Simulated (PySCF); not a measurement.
B(NCO)(OH)2 (CH2BNO3), SMILES O=C=NB(O)O.

The structure is a stationary point at PBE-D3(BJ)/def2-SVP. This is a generated structure with no PubChem entry under its InChIKey; it may be hypothetical. The values are those of a single conformer.

Level of theory: PySCF with PBE-D3(BJ)/def2-SVP.

No scaling factor is applied to the harmonic values.

Question: Estimate the vibrational spectrum. (The exact figures need the calculation; the answer reports its results.)

Answer: 
| mode | ν (cm⁻¹) | IR (km/mol) | moving atoms (share of kinetic energy) |
|---|---|---|---|
| 1 | 37 | 0.6 | O 55 %, N 39 % |
| 2 | 81 | 2.8 | N 65 %, O 32 % |
| 3 | 391 | 2.1 | O 69 %, H 14 %, C 8 % |
| 4 | 411 | 34.6 | O 40 %, N 34 %, H 15 %, B 9 % |
| 5 | 445 | 0.0 | H 85 %, O 15 % |
| 6 | 524 | 129.1 | H 88 %, B 9 % |
| 7 | 559 | 23.7 | C 73 %, O 16 %, N 10 % |
| 8 | 581 | 48.4 | C 70 %, O 15 %, N 12 % |
| 9 | 626 | 103.8 | B 73 %, O 15 % |
| 10 | 690 | 4.5 | O 72 %, B 18 % |
| 11 | 972 | 235.1 | H 75 %, O 24 % |
| 12 | 976 | 27.9 | H 76 %, O 19 % |
| 13 | 1244 | 495.5 | B 46 %, O 38 %, H 10 % |
| 14 | 1467 | 291.9 | B 73 %, O 21 % |
| 15 | 1559 | 153.6 | N 47 %, O 31 %, B 18 % |
| 16 | 2432 | 1145.1 | C 68 %, N 22 %, O 10 % |
| 17 | 3781 | 145.2 | H 94 % |
| 18 | 3782 | 2.4 | H 94 % |
